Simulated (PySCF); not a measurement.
**Heteronuclear NMR**

Numbering as in the mapped SMILES `[NH2:1][P:2]([C:3]([F:4])([F:5])[F:6])[C:7]([F:8])([F:9])[F:10]`. Each H is labelled by its parent atom.

Calculated, not measured (PySCF 2.14): PBE0-D3(BJ)/def2-TZVP structure, NMR shieldings at PBE0/pcSseg-2/GIAO. One averaged value for each set of equivalent atoms, one conformer, no solvent model, non-relativistic Hamiltonian.

Question: Predict the 19F NMR data.

Answer: 
```json
{"atoms": "F4/F5/F6/F8/F9/F10", "environment": "fluorine of a CF3 group", "σ (ppm)": "250.4", "δ (ppm)": "-66.9"}
```

Shieldings were converted by a linear fit to measured shifts: 19F: δ = 154.44 − 0.923σ +9.8 on sp3 carbon (rms 3.6 ppm, 158 shifts, 5.4 ppm with the 11 outliers that the fit left out vs CFCl3, solution or neat liquid). Occasional misses reach two or three times the rms, and more in compound classes unlike the fitted ones.

On a 500 MHz spectrometer 19F resonates near 470.5 MHz, so 1 ppm is 470.5 Hz.

Question: What are the 31P shifts?

Answer: 
```csv
atoms,environment,σ (ppm),δ (ppm)
P2,"phosphorus bonded to 2 C, N",302.7,7.9
```

Shieldings were converted by a linear fit to measured shifts: 31P (scatter 15.5 ppm rms vs H3PO4, solution or neat liquid). A few per cent of atoms miss by over 2 rms, more outside the fitted compound classes.

On a 500 MHz spectrometer 31P resonates near 202.4 MHz, so 1 ppm is 202.4 Hz.

Question: What are the 15N shifts?

Answer: 
| atoms | environment | σ (ppm) | δ (ppm) |
| --- | --- | --- | --- |
| N1 | nitrogen bonded to P, 2 H | 245.4 | -373.5 |

Shieldings were converted by a linear fit to measured shifts: 15N (scatter 6.7 ppm rms vs CH3NO2, solution or neat liquid). A few per cent of atoms miss by over 2 rms, more outside the fitted compound classes.

On a 500 MHz spectrometer 15N resonates near 50.7 MHz, so 1 ppm is 50.7 Hz.
